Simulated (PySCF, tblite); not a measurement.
A database entry of computed molecular properties. Lists by class give the value and the number of equivalent atoms.

```json
{
 "formula": "C5H6N2Si",
 "smiles": "C#Cc1nccn1[SiH3]",
 "inchi": "InChI=1S/C5H6N2Si/c1-2-5-6-3-4-7(5)8/h1,3-4H,8H3",
 "charge": 0,
 "multiplicity": 1,
 "geometry_level": "GFN2-xTB",
 "atoms_angstrom": [
  ["C", -2.05, -2.153, 0.377],
  ["C", -0.998, -1.592, 0.228],
  ["C", 0.224, -0.924, 0.053],
  ["N", 1.402, -1.489, -0.019],
  ["C", 2.287, -0.474, -0.191],
  ["C", 1.627, 0.718, -0.221],
  ["N", 0.292, 0.447, -0.065],
  ["Si", -1.056, 1.565, -0.024],
  ["H", -2.958, -2.661, 0.508],
  ["H", 3.337, -0.67, -0.281],
  ["H", 1.98, 1.722, -0.339],
  ["H", -1.939, 1.216, -1.133],
  ["H", -0.446, 2.881, -0.192],
  ["H", -1.702, 1.414, 1.277]
 ],
 "electronic_structure_code": "PySCF",
 "results": {
  "GFN2-xTB geometry": {
   "point_group": "Cs",
   "rotational_constants_GHz": [2.189, 1.991, 1.056]
  },
  "PBE0/pcSseg-1 ground state and GIAO shieldings, non-relativistic": {
   "dipole_D": 3.74,
   "homo_eV": -6.59,
   "lumo_eV": -0.75,
   "shift_vs_computed_TMS_C_by_class_ppm": [
    [138.7, 1],
    [137.5, 1],
    [128.0, 1],
    [89.4, 1],
    [80.4, 1]
   ],
   "shift_vs_computed_TMS_H_by_class_ppm": [
    [7.35, 1],
    [6.78, 1],
    [5.12, 3],
    [2.96, 1]
   ],
   "shielding_other_nuclei_by_class_ppm": [
    ["N", -65.9, 1],
    ["N", 83.5, 1],
    ["Si", 403.3, 1]
   ],
   "charges_hirshfeld_e_by_atom": [-0.09, -0.05, 0.09, -0.19, -0.04, -0.03, -0.1, 0.38, 0.1, 0.06, 0.06, -0.07, -0.06, -0.07]
  },
  "GFN2-xTB harmonic vibrations, gas phase": {
   "strongest_ir_bands_cm-1_km_per_mol_modes": [
    [756.4, 202.0, 1],
    [764.1, 158.8, 1],
    [794.5, 405.9, 1],
    [1371.7, 190.3, 1],
    [2298.7, 367.3, 1],
    [2301.3, 364.3, 2]
   ],
   "zpe_kcal_per_mol": 57.6
  }
 }
}
```

A dipole of 3.74 D is allowed in Cs, and pure rotational transitions are dipole-allowed. The rotational constants make it an asymmetric top with κ = (2B − A − C)/(A − C) = 0.65, nearer the oblate limit (+1). The dipole matches unit charges of opposite sign 0.78 Å apart (1 e·Å = 4.8032 D). With B = h/(8π²I), that is 505.379 GHz u Å² over I, the principal moments of inertia are 230.9, 253.8 and 478.7 u Å² (most abundant isotopes). The zero-point energy, half the sum of the 36 harmonic wavenumbers, equals 20140 cm⁻¹ or 241 kJ/mol.

Geometry: GFN2-xTB; no solvent or vibrations. NMR classes are plain means over equivalent atoms (diastereotopic ones count apart unless rotation or inversion swaps them), as if these changed places fast; in this geometry the members of some classes differ.
